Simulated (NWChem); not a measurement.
System: BH$_{2}$SeOF; SMILES FB(O)[SeH]

```xyz
6

B      0.0095    -0.9670     0.0000
F     -1.1572    -1.6198     0.0000
O      1.1851    -1.6375     0.0000
H      1.0477    -2.5990     0.0000
Se    -0.0467     0.9992     0.0000
H      1.4265     1.1400     0.0000
```
Atoms are numbered in this order, from 1.

Results from NWChem. The geometry was optimised at B3LYP/6-31G* (spherical d).

For level PBE0/pcseg-2:

* **highest occupied level (eV)**: -7.38
* **orbital gap (eV)**: 7.42
* **dipole (D)**: 1.64

Question: Estimate the same quantities for level PBE0/def2-SVP.

Answer: The highest occupied level (eV) comes out as -7.17, the orbital gap (eV) is 7.70 and the dipole (D) is 1.89.
